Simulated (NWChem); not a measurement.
System: AlHIF; SMILES [F][AlH][I]

```xyz
4

Al     0.5580     1.5155     0.0000
F     -0.6671     2.6370     0.0000
H      2.0454     2.0141     0.0000
I     -0.0622    -0.8575     0.0000
```
Atoms are numbered in this order, from 1.

Computed with NWChem. Structure relaxed at the PBE0/def2-SVP (def2 core potentials past Kr) level. B3LYP is NWChem's, with the RPA form of VWN correlation.

### Question
Estimate the computed values for B3LYP/STO-3G (all-electron, non-relativistic). Quantities: highest occupied level (eV); orbital gap (eV); dipole (D).

### Answer
* **highest occupied level (eV)**: -4.40
* **orbital gap (eV)**: 7.96
* **dipole (D)**: 2.53
